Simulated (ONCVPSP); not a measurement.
# Configuration tests for xenon (ONCV)

ONCVPSP 4.0.1 input, shortened (lines: element, Z, core and valence counts, functional; n l f; lmax; l rc ep ncon nbas qcut; lloc lpopt rc5 dvloc0; l nproj debl; icmod fcfact rcfact), LDA (Perdew-Zunger), scalar-relativistic:

```
  Xe 54.00    6    5        3      upf
    1    0    2.00
    2    0    2.00
    2    1    6.00
    3    0    2.00
    3    1    6.00
    3    2   10.00
    4    0    2.00
    4    1    6.00
    4    2   10.00
    5    0    2.00
    5    1    5.00
    3
    0    1.30    0.00    4    7    7.10
    1    1.15    0.00    5    8   12.00
    2    1.05    0.00    4    9   12.50
    3    1.10    0.04    4    8   11.70
    4    3    0.95    0.00
    0    2    3.30
    1    2    2.00
    2    1    2.60
    3    3    2.80
    3    2.25    1.80
```

Energies are relative to the spin-unpolarised reference configuration 4s2 4p6 4d10 5s2 5p5; without spin polarisation the order of configurations can differ from experiment.

| valence configuration | charge | ΔE all-electron (eV) | error AE − PS (meV) |
| --- | --- | --- | --- |
| 4s2 4p6 4d10 5s2 5p6 | 0 | -12.700 | +2.9 |
| 4s2 4p6 4d10 5s2 5p4 | +2 | 21.944 | -5.1 |

(1) What are ΔE and the potential's error for 4s2 4p6 4d9 5s2 5p6?

(2) What are ΔE and the potential's error for 4s2 4p6 4d10 5s2 5p3?

Levels in the configuration 4s2 4p6 4d10 5s2 5p6:

| level | all-electron (eV) | pseudo (eV) |
| --- | --- | --- |
| 4s | -196.988 | -196.986 |
| 4p | -141.022 | -141.023 |
| 4d | -59.449 | -59.452 |
| 5s | -19.985 | -19.984 |
| 5p | -8.389 | -8.388 |

Results:

(1) ΔE = 55.093 eV all-electron; the error (AE − PS) is -11 meV.

(2) ΔE = 53.910 eV all-electron; the error (AE − PS) is -13 meV.
